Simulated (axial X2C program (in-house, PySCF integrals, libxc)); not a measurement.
# Curves of CoF⁺ from open-shell CI on d7 s0 p(π)0

Computed with an in-house all-electron X2C program for linear molecules (integrals from PySCF): two-component X2C with atomic mean-field Coulomb and Gaunt terms, basis Co dyall-v3z, F dyall-v3z (cores contracted in-house). Orbitals come from Hartree–Fock averaged over the configuration Co d7 s0 p(π)0; CI then distributes these electrons over the d, s, p(π) shells of Co.

Scan along the bond; masses Co 58.933 u, F 18.998 u. Energies in cm⁻¹ from the lowest point; levels are followed by energy order within each Ω. Lowest level at 1.732 Å: 100% d7.

| R (Å) | (1)Ω=9/2 | (1)Ω=7/2 | (1)Ω=5/2 | (1)Ω=3/2 | (1)Ω=1/2 | (2)Ω=3/2 | (2)Ω=5/2 | (3)Ω=3/2 | (2)Ω=1/2 |
| --- | --- | --- | --- | --- | --- | --- | --- | --- | --- |
| 1.611 | 2063 | 2531 | 3008 | 3494 | 4397 | 4542 | 5239 | 5608 | 5700 |
| 1.671 | 405 | 871 | 1346 | 1832 | 2593 | 2740 | 3337 | 3742 | 3810 |
| 1.732 | 0 | 461 | 934 | 1422 | 2033 | 2179 | 2701 | 3139 | 3186 |
| 1.801 | 669 | 1125 | 1595 | 2083 | 2532 | 2676 | 3131 | 3601 | 3628 |
| 1.871 | 2207 | 2657 | 3123 | 3610 | 3909 | 4051 | 4451 | 4949 | 4958 |
| 1.948 | 4567 | 5009 | 5469 | 5951 | 6108 | 6252 | 6597 | 7122 | 7113 |
| 2.044 | 8106 | 8537 | 8987 | 9442 | 9471 | 9639 | 9906 | 10460 | 10428 |

Q: Fit the curves (1)Ω=9/2, (1)Ω=7/2, (1)Ω=5/2, (1)Ω=3/2, (1)Ω=1/2, (2)Ω=3/2, (2)Ω=5/2, (3)Ω=3/2, (2)Ω=1/2 near their minima.

A: From the open-shell CI curves, Te from the lowest:

```json
{"level": "(1)Ω=9/2", "Te (cm⁻¹)": "0", "Re (Å)": "1.724", "ωe (cm⁻¹)": "785.1"}
{"level": "(1)Ω=7/2", "Te (cm⁻¹)": "462", "Re (Å)": "1.725", "ωe (cm⁻¹)": "784.3"}
{"level": "(1)Ω=5/2", "Te (cm⁻¹)": "935", "Re (Å)": "1.725", "ωe (cm⁻¹)": "783.8"}
{"level": "(1)Ω=3/2", "Te (cm⁻¹)": "1423", "Re (Å)": "1.725", "ωe (cm⁻¹)": "783.6"}
{"level": "(1)Ω=1/2", "Te (cm⁻¹)": "2040", "Re (Å)": "1.734", "ωe (cm⁻¹)": "767.2"}
{"level": "(2)Ω=3/2", "Te (cm⁻¹)": "2186", "Re (Å)": "1.734", "ωe (cm⁻¹)": "766.7"}
{"level": "(2)Ω=5/2", "Te (cm⁻¹)": "2703", "Re (Å)": "1.739", "ωe (cm⁻¹)": "764.5"}
{"level": "(3)Ω=3/2", "Te (cm⁻¹)": "3143", "Re (Å)": "1.737", "ωe (cm⁻¹)": "766.7"}
{"level": "(2)Ω=1/2", "Te (cm⁻¹)": "3189", "Re (Å)": "1.738", "ωe (cm⁻¹)": "765.4"}
```

Without dynamic correlation distances can be off by several hundredths of an Å (long for ionic bonds, short for multiple bonds) and the wavenumbers are rough.

The 9 lowest curves are shown; the next is (2)Ω=7/2, from 3523 cm⁻¹.

There is no dynamic correlation: spin–orbit spacings and, for f shells, spacings inside one term are the most reliable numbers, splittings between terms come out too wide, and energies between configurations are not reliable, so the lowest level need not be the ground state of the molecule. For d shells the ligand-field splittings (σ, π, δ) and their order can be off by a thousand cm⁻¹ or more. At most 4 roots were kept for each Ω > 0 (twice that for Ω = 0) within 3.2 eV of the lowest, so higher up levels can be missing between those listed; levels with Ω > 0 are doubly degenerate and listed once, Ω = 0 levels singly. States that fill the shells left empty in the average are placed too high.
